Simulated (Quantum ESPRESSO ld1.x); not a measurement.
Question: The mean radii <r> (bohr) of the occupied orbitals of an atom or ion are listed with their occupations. Calculated with ld1.x of Quantum ESPRESSO 7.5: Dirac Kohn-Sham, PBEsol, spin-unpolarised, spherical densities, point nucleus.

orbital  occ.      <r>
1s1/2       2  0.04031
2s1/2       2   0.1776
2p1/2       2   0.1523
2p3/2       4   0.1564
3s1/2       2   0.5105
3p1/2       2   0.5115
3p3/2       4   0.5219
3d3/2       4   0.5218
3d5/2       6   0.5255
4s1/2       2    1.391
4p1/2       2    1.554
4p3/2       2    1.581

Name the element and its charge. Open shells, if any, fill j = l - 1/2 first.

Answer: Z = 37, rubidium, charge +3: Rb3+ in [Ar] 3d10 4s2 4p4. The 1s radius gives Z: for a bare nucleus <r> = (2 gamma + 1)/(2Z) with gamma = sqrt(1 - (Z/c)^2), 0.03954 bohr for Z = 37, and screening makes it slightly larger (0.04031 here). The occupations add up to 34, and the charge is Z minus that.
